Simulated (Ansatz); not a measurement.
Cost and result up the ladder for In₇As₇ (14 atoms). Charge 0, multiplicity 1. Geometry: PBE-D4/def2-SVP.

Cartesian coordinates in Å:
```
In 0.119 -2.192 -0.113
In -0.090 2.353 -0.686
In -1.570 -1.090 2.329
In 1.291 0.645 1.761
In 3.771 -1.584 0.263
In -2.415 0.103 -0.716
In 0.580 0.546 -3.786
As -0.168 2.899 1.965
As 0.995 -1.859 2.505
As 1.819 -1.415 -1.960
As -2.150 1.448 1.739
As -1.815 1.746 -2.599
As -2.589 -2.383 0.120
As 2.224 0.785 -0.821
```

Ansatz on 2 threads of AMD EPYC 7R13 on a shared host and a share (18 GiB) of an NVIDIA H100 80GB HBM3. Times are rough, and most runs start from the orbitals of an earlier one. r2SCAN0-D4/def2-TZVP serves as the yardstick here, not as an exact answer. Differences are given only for rows in sets of like size (and for xTB, whose basis is part of the method), since another set adds its own error. Binding counts from free atoms at the same level (In doublet, As quartet; other spins of the atoms weren't run), without zero-point energy or a counterpoise term.

In the def2 sets In takes a core potential, while STO-3G treats all electrons; there is no spin–orbit coupling. Correlated methods freeze 91 core orbitals; core or outer-core shells of In, As are correlated, in sets that lack core-valence functions. The rows differ in basis, and correlated rows in double-zeta sets carry the largest basis error. Single mean-field runs in def2-SVP, def2-TZVP are fitted with def2-universal-jkfit.

Correlated methods converge slowly with the basis, most of all in double-zeta sets.

| level | functions | binding energy per atom (eV) | difference from r2SCAN0-D4/def2-TZVP (eV) |
| --- | --- | --- | --- |
| HF/STO-3G | 315 | 2.93 | – |
| PBE-D4/def2-TZVP (with forces) | 686 | 2.56 | 0.22 |
| RPA@PBE/def2-SVP | 406 | 1.99 | – |
| r2SCAN-D4/def2-TZVP (with forces) | 686 | 2.44 | 0.11 |
| PBE0-D4/def2-SVP | 406 | 2.40 | – |
| r2SCANh-D4/def2-TZVP | 686 | 2.40 | 0.06 |
| PBE0-D4/def2-TZVP | 686 | 2.44 | 0.10 |
| HF/def2-TZVP | 686 | 0.93 | -1.40 |
| PBE-D4/def2-SVP | 406 | 2.53 | – |
| MP2/def2-SVP | 406 | 2.20 | – |
| r2SCAN0-D4/def2-TZVP | 686 | 2.33 | 0.00 |

**Question.** Estimate how long each takes.

**Answer.** PBE-D4/def2-SVP 12 s; HF/STO-3G 15 s; PBE0-D4/def2-SVP 17 s; MP2/def2-SVP 22 s; r2SCAN0-D4/def2-TZVP 22 s; r2SCAN-D4/def2-TZVP (with forces) 23 s; PBE-D4/def2-TZVP (with forces) 24 s; HF/def2-TZVP 24 s; r2SCANh-D4/def2-TZVP 26 s; RPA@PBE/def2-SVP 32 s; PBE0-D4/def2-TZVP 33 s. On shared hardware such times vary by a factor of up to 3.
